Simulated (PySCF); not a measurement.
## How methods differ on the ionisation energy of Sc⁵⁺

Sc⁵⁺ [Ne] 3s2 3p4 [3p1/2^2 3p3/2^2, M_J = 2] → Sc⁶⁺ [Ne] 3s2 3p3 [3p1/2^2 3p3/2^1, M_J = 3/2], as a difference of total energies. Calculation: PySCF 2.14, in an even-tempered Gaussian basis (21 s from 0.2 bohr⁻², ratio 2.4; 14 p from 0.26 bohr⁻², ratio 2.4; 5 d from 2.2 bohr⁻², ratio 2.6; 5 f from 3.3 bohr⁻², ratio 2.6); the two-component X2C-1e Hamiltonian. Correlated levels: 1s2 frozen; the 52 highest virtual spinors dropped. "Screened" scales the spin-orbit matrix elements by Boettger's factors to mimic the two-electron term; Breit and QED terms are absent.

Problem. Order these methods by the ionisation energy they give, lowest first.
A. GHF (spin-free)
B. GMP2 (spin-free)
C. GMP2 (screened spin-orbit)
D. GHF (screened spin-orbit)

Solution. A (109.15 eV), D (109.36 eV), B (110.03 eV), C (110.24 eV).

The labels give the starting determinants; with spin-orbit coupling the two ends relaxed to ⟨J²⟩ = 6.01, ⟨L²⟩ = 2.05, ⟨S²⟩ = 1.98 and ⟨J²⟩ = 3.75, ⟨L²⟩ = 0.01, ⟨S²⟩ = 3.74.

For comparison: 110.68 ± 0.05 eV (semi-empirical (NIST evaluation); NIST Atomic Spectra Database, ionization energies).
